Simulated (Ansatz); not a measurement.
Basis-set extrapolation for C2H6N2OSi, SMILES `N#CC(N)O[SiH3]` (PBE0-D4/def2-TZVP geometry, frozen core, Ansatz). Multiplicity 1, RHF reference.

|  | def2-TZVPP | def2-QZVPP |
| --- | --- | --- |
| HF | -552.055255 | -552.076234 |
| MP2 correlation | -1.071591 | -1.147921 |
| CCSD(T) correlation | -1.152516 | not run |

Energies in hartree. Use E(X) = E(∞) + A·exp(−7.88·√X) for Hartree–Fock and E(X) = E(∞) + B·X^(−2.97) for correlation, with X = 3 and 4, and add CCSD(T) minus MP2 of the smaller set to the MP2 limit.

Problem. What is the CCSD(T) energy at the basis-set limit?

Solution. HF limit: -552.076234 + (-0.020979) × 0.13774 = -552.07912. MP2 limit: -1.147921 + (-0.076330) × 0.74074 = -1.20446. Higher-order term: -1.152516 − (-1.071591) = -0.08093. Total: -553.36451 hartree, 4.27 eV below CCSD(T)/def2-TZVPP.
